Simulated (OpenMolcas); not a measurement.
Systems:
- [NiCl2], a model complex in vacuum: linear, Ni–Cl 2.11 Å; shape imposed, not necessarily the one it adopts

Method: state-averaged CASSCF on the open d shell with SC-NEVPT2, ANO basis sets as named, scalar-relativistic DKH2, RICD, in OpenMolcas. State energies are spin-free and vertical. Orbital splittings and repulsion parameters are fits to the integrals of the highest spin's CASSCF orbitals. J levels and χT include spin-orbit coupling (RASSI on CASSCF energies). Times are rough, from shared cores.

```tsv
case	ground state	first state of the same spin (cm⁻¹)	first state of another spin (cm⁻¹)	Racah B (cm⁻¹)	χT at 300 K (cm³ K/mol)	basis functions	relative time
ANO-RCC-VDZP	triplet (non-degenerate)	triplet (2-fold) 382	singlet (2-fold) 11670	1226	3.47	70	1
ANO-RCC-VTZP on Ni and ANO-RCC-VDZ on Cl	triplet (non-degenerate)	triplet (2-fold) 591	singlet (2-fold) 11540	1250	3.48	85	1
ANO-RCC-VTZP on Ni and ANO-RCC-VDZP on Cl	triplet (non-degenerate)	triplet (2-fold) 542	singlet (2-fold) 11740	1250	3.44	95	2
ANO-RCC-VQZP on Ni and ANO-RCC-VDZP on Cl	triplet (non-degenerate)	triplet (2-fold) 547	singlet (2-fold) 11660	1250	3.42	131	4
```

Ligand-to-metal charge-transfer configurations lie outside the minimal active space. All energies are vertical, at one fixed geometry that need not be a minimum. Gaps under about 300 cm⁻¹ between spin-free states are not resolved by the perturbation step.
